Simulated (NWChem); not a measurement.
System: iodine monochloride (ICl); SMILES ICl

NWChem input:

```
start job
memory heap 200 mb stack 900 mb global 1100 mb
geometry units angstroms
  Cl     0.000000     0.000000     1.771383
  I      0.000000     0.000000    -0.585249
end
basis spherical
  * library sto-3g
end
dft
  xc hfexch
  iterations 150
end
driver
  maxiter 120
end
task dft optimize
task dft freq
```

Excerpt of the output:

```
             Northwest Computational Chemistry Package (NWChem) 7.3.0
             --------------------------------------------------------

 ORDER OF PRIMARY AXIS IS BEING SET TO 4
 C4V symmetry detected

                             Geometry "geometry" -> ""
                             -------------------------

 Output coordinates in angstroms (scale by  1.889725989 to convert to a.u.)

  No.       Tag          Charge          X              Y              Z
 ---- ---------------- ---------- -------------- -------------- --------------
    1 Cl                  17.0000     0.00000000     0.00000000     1.78430709
    2 I                   53.0000     0.00000000     0.00000000    -0.57232491

 Effective nuclear repulsion energy (a.u.)     202.3178423058

      Symmetry information
      --------------------

 Group name             C4v
 Group number             18
 Group order               8
 No. of unique centers     2

                                Z-matrix (autoz)
                                --------

 Units are Angstrom for bonds and degrees for angles

      Type          Name      I     J     K     L     M      Value
      ----------- --------  ----- ----- ----- ----- ----- ----------
    1 Stretch                  1     2                       2.35663

  xc_inp: hfexch multiplicative factor not found.

                           NWChem Geometry Optimization
                           ----------------------------

 maximum gradient threshold         (gmax) =   0.000450
 rms gradient threshold             (grms) =   0.000300
 maximum cartesian step threshold   (xmax) =   0.001800
 rms cartesian step threshold       (xrms) =   0.001200
 fixed trust radius                (trust) =   0.300000
 source of zmatrix                         =   autoz

          -------------------
          Energy Minimization
          -------------------

 Using diagonal initial Hessian
 Scaling for Hessian diagonals: bonds = 1.00  angles = 0.25  torsions = 0.10

          --------
          Step   0

                                 NWChem DFT Module
                                 -----------------

[...]

      ----------------------
      Optimization converged
      ----------------------

  Step       Energy      Delta E   Gmax     Grms     Xrms     Xmax
  ---- ---------------- -------- -------- -------- -------- --------
@    2   -7305.26998201 -2.2D-08  0.00000  0.00000  0.00011  0.00019
                                     ok       ok       ok       ok

                                Z-matrix (autoz)
                                --------

 Units are Angstrom for bonds and degrees for angles

      Type          Name      I     J     K     L     M      Value     Gradient
      ----------- --------  ----- ----- ----- ----- ----- ---------- ----------
    1 Stretch                  1     2                       2.36654   -0.00000

                         Geometry "geometry" -> "geometry"
                         ---------------------------------

 Output coordinates in angstroms (scale by  1.889725989 to convert to a.u.)

  No.       Tag          Charge          X              Y              Z
 ---- ---------------- ---------- -------------- -------------- --------------
    1 Cl                  17.0000     0.00000000     0.00000000     1.78926068
    2 I                   53.0000     0.00000000     0.00000000    -0.57727850

 Effective nuclear repulsion energy (a.u.)     201.4708673453

      Symmetry information
      --------------------

 Group name             C4v
 Group number             18
 Group order               8
 No. of unique centers     2

                Final and change from initial internal coordinates
                --------------------------------------------------

                                Z-matrix (autoz)
                                --------

 Units are Angstrom for bonds and degrees for angles

[...]

 Rotational Constants
 --------------------
 A=   0.000000 cm-1  (  0.000000 K)
 B=   0.109798 cm-1  (  0.157971 K)
 C=   0.109798 cm-1  (  0.157971 K)

 Temperature                      =   298.15K
 frequency scaling parameter      =   1.0000

 Linear Molecule

 Zero-Point correction to Energy  =    0.687 kcal/mol  (  0.001095 au)
 Thermal correction to Energy     =    2.317 kcal/mol  (  0.003693 au)
 Thermal correction to Enthalpy   =    2.910 kcal/mol  (  0.004637 au)

 Total Entropy                    =   58.811 cal/mol-K
   - Translational                =   41.135 cal/mol-K (mol. weight = 161.8693)
   - Rotational                   =   16.969 cal/mol-K (symmetry #  =        1)
   - Vibrational                  =    0.707 cal/mol-K

 Cv (constant volume heat capacity) =    6.258 cal/mol-K
   - Translational                  =    2.979 cal/mol-K
   - Rotational                     =    1.986 cal/mol-K
   - Vibrational                    =    1.292 cal/mol-K

[normal modes left out]

 ----------------------------------------------------------------------------
 Normal Eigenvalue ||           Projected Infra Red Intensities
  Mode   [cm**-1]  || [atomic units] [(debye/angs)**2] [(KM/mol)] [arbitrary]
 ------ ---------- || -------------- ----------------- ---------- -----------
    1       -0.000 ||    0.000000           0.000         0.000       0.000
    2        0.000 ||    0.000548           0.013         0.534       8.313
    3        0.000 ||    0.000548           0.013         0.534       8.313
    4        0.000 ||    0.000151           0.003         0.147       2.291
    5        0.000 ||    0.000151           0.003         0.147       2.291
    6      480.944 ||    0.002556           0.059         2.492      38.792
 ----------------------------------------------------------------------------
```

Level: Hartree-Fock/STO-3G, non-relativistic.
